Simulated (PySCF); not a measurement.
PySCF 2.14 output of an unrestricted BP86 calculation on a single atom or ion in aug-cc-pwCVTZ-DK, with scalar relativity by spin-free X2C-1e:

```
SCF conv_tol = 1e-09
number electrons alpha = 12  beta = 9
    A. D. Becke.,  Phys. Rev. A 38, 3098 (1988)
    J. P. Perdew.,  Phys. Rev. B 33, 8822 (1986)
cycle= 1 E= -948.510195152864  delta_E= -0.0124  |g|= 0.0119  |ddm|= 0.591
cycle= 2 E= -948.510207770023  delta_E= -1.26e-05  |g|= 0.00399  |ddm|= 0.0258
cycle= 3 E= -948.510209190241  delta_E= -1.42e-06  |g|= 0.00229  |ddm|= 0.0174
cycle= 4 E= -948.510210124919  delta_E= -9.35e-07  |g|= 0.000128  |ddm|= 0.00672
cycle= 5 E= -948.510210128647  delta_E= -3.73e-09  |g|= 1.27e-05  |ddm|= 0.000477
cycle= 6 E= -948.510210128683  delta_E= -3.66e-11  |g|= 1.87e-07  |ddm|= 3.76e-05
converged SCF energy = -948.510210128683  <S^2> = 3.7504085  2S+1 = 4.0002042
```

The run itself started from symmetry-adapted Hartree-Fock orbitals and held the occupation by maximum overlap, on a logarithmic radial grid, so the iterations belong to that start.

Problem. Which element, charge and spin multiplicity is this?

Solution. V²⁺ (vanadium, charge +2), multiplicity 4; the state was [Ar] 3d3, high-spin 4F determinant.
